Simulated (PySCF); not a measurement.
Run record: geometry optimisation, `C=C(C#N)C(=C)[Se]C`.

Method: B3LYP/def2-SV(P) geometry optimisation, gas phase (PySCF 2.14.0). Start geometry: GFN2-xTB. A driver script takes a list of jobs; this job's settings line and coordinates (Å) are shown.

Input:
```
{"job": {"xc": "B3LYP", "basis": "def2-SV(P)", "grid": 1, "kind": "geom"}, "charge": 0, "multiplicity": 1}
C     -1.357442     0.737870    -1.078931
C     -0.970199    -0.306327    -0.340980
C     -1.293144    -1.624919    -0.755955
N     -1.539102    -2.691386    -1.094846
C     -0.224590    -0.207408     0.919739
C     -0.336992    -1.102838     1.896854
Se     0.909413     1.342887     1.165441
C      2.008384     1.134163    -0.442320
H     -1.923402     0.611492    -1.986191
H     -1.131019     1.746436    -0.770637
H      0.209054    -0.995782     2.818872
H     -0.994332    -1.954107     1.812537
H      1.383412     1.177982    -1.330909
H      2.535382     0.184645    -0.390247
H      2.720164     1.955281    -0.444339
```

Output:
```
step   0  E = -2688.59866544  max force = 0.035813
step   1  E = -2688.60270772  max force = 0.001597
step   2  E = -2688.60295227  max force = 0.001361
step   3  E = -2688.60312165  max force = 0.001821
step   4  E = -2688.60322991  max force = 0.000845
step   5  E = -2688.60326140  max force = 0.000560
step   6  E = -2688.60326105  max force = 0.000709
step   7  E = -2688.60327334  max force = 0.000323
optimisation converged
```

Energies in Eh; «max force» is the largest Cartesian gradient component in Eh/bohr.

How much energy does the optimisation release, in eV?

E(step 0) − E(last step) = 0.004608 Eh, which is 0.125 eV.

Main results: final energy -2688.60327 Eh after 7 steps; dipole 3.30 D.

Give the final coordinates.

0.279 Å rms from the input after alignment:
```
atom  x, y, z in Å
C1    -1.7189    0.4850   -1.3392
C2    -1.4288   -0.5330   -0.5002
C3    -1.9565   -1.8430   -0.8053
N4    -2.3774   -2.8996   -1.0374
C5    -0.6058   -0.4202    0.7339
C6    -0.5495   -1.3992    1.6555
Se7    0.3538    1.2292    1.0797
C8     1.7141    1.0801   -0.3388
H9    -2.3393    0.3244   -2.2261
H10   -1.3492    1.4941   -1.1306
H11    0.0693   -1.2987    2.5524
H12   -1.1286   -2.3245    1.5396
H13    1.2456    1.0619   -1.3350
H14    2.3233    0.1760   -0.1862
H15    2.3512    1.9750   -0.2493
```

Hardware: Arm Neoverse V2, one thread, shared host with 96 logical CPUs at a one-minute load of 64. Cost: 74 s of wall time, 0.68 GiB resident at most.
Labels such as C1 count atoms from 1, the log's own numbers from 0.
